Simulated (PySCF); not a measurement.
Species: `C=Cc1cncc(F)c1`. The columns A, B, C and D hold Mulliken, IAO, Hirshfeld and ESP-fitted charges (e) of one PBE0/pcSseg-1 density (PySCF), in a shuffled order. Coordinates in Å (GFN2-xTB); the density's dipole moment is (2.09, 0.68, -0.15) D.

| atom | x | y | z | A | B | C | D |
| --- | --- | --- | --- | --- | --- | --- | --- |
| C1 | 2.597 | 0.640 | -0.128 | -0.102 | -0.359 | -0.300 | -0.088 |
| C2 | 1.758 | -0.355 | 0.133 | -0.126 | -0.163 | -0.140 | -0.044 |
| C3 | 0.304 | -0.292 | 0.088 | -0.331 | -0.203 | -0.018 | -0.001 |
| C4 | -0.450 | -1.432 | 0.391 | +0.235 | +0.377 | -0.025 | +0.011 |
| N5 | -1.768 | -1.479 | 0.378 | -0.405 | -0.632 | -0.259 | -0.154 |
| C6 | -2.440 | -0.389 | 0.058 | +0.100 | +0.337 | -0.052 | -0.001 |
| C7 | -1.788 | 0.793 | -0.259 | +0.246 | -0.048 | +0.271 | +0.086 |
| F8 | -2.502 | 1.889 | -0.582 | -0.277 | -0.155 | -0.265 | -0.082 |
| C9 | -0.409 | 0.860 | -0.250 | -0.002 | +0.067 | -0.165 | -0.049 |
| H10 | 2.269 | 1.626 | -0.409 | +0.124 | +0.174 | +0.146 | +0.049 |
| H11 | 3.663 | 0.499 | -0.069 | +0.127 | +0.177 | +0.162 | +0.054 |
| H12 | 2.153 | -1.324 | 0.411 | +0.093 | +0.161 | +0.152 | +0.052 |
| H13 | 0.042 | -2.358 | 0.661 | +0.092 | +0.051 | +0.154 | +0.051 |
| H14 | -3.518 | -0.457 | 0.055 | +0.123 | +0.073 | +0.171 | +0.057 |
| H15 | 0.084 | 1.786 | -0.500 | +0.103 | +0.143 | +0.169 | +0.061 |

Question: Which column most likely holds the ESP-fitted charges?

Answer: B. Σ q r misses the density's dipole by 0.01 D (B), 0.84 D (A), 0.96 D (D), 1.48 D (C). Charges fitted to the outside potential are the only set here that is tied to the molecule's multipoles.

Question: And the Hirshfeld charges?

Answer: D. The mean sizes are 0.056 e (D), 0.163 e (C), 0.166 e (A), 0.208 e (B), and Hirshfeld charges are commonly the smallest of these schemes.

As computed, A = Mulliken, B = ESP-fitted, C = IAO, D = Hirshfeld. Hydrogens on carbon: Mulliken +0.09 to +0.13, ESP-fitted +0.05 to +0.18, IAO +0.15 to +0.17, Hirshfeld +0.05 to +0.06 e.

The ESP scheme fits charges at the nuclei, held to the total charge, to the electrostatic potential on points at 1.4 to 2.0 times the van der Waals radii. The IAO scheme counts the electrons in orthogonalised intrinsic atomic orbitals, a minimal basis polarised so that it spans the occupied orbitals exactly.

Geometry: GFN2-xTB, one conformer, isolated molecule.

These values come from a run that also computed NMR shieldings. On Arm Neoverse V1, one thread, shared host, this took 29 s wall.

The values belong to the conformer `[CH2:1]=[CH:2][c:3]1[cH:4][n:5][cH:6][c:7]([F:8])[cH:9]1`: C1–C2–C3–C4 180°.
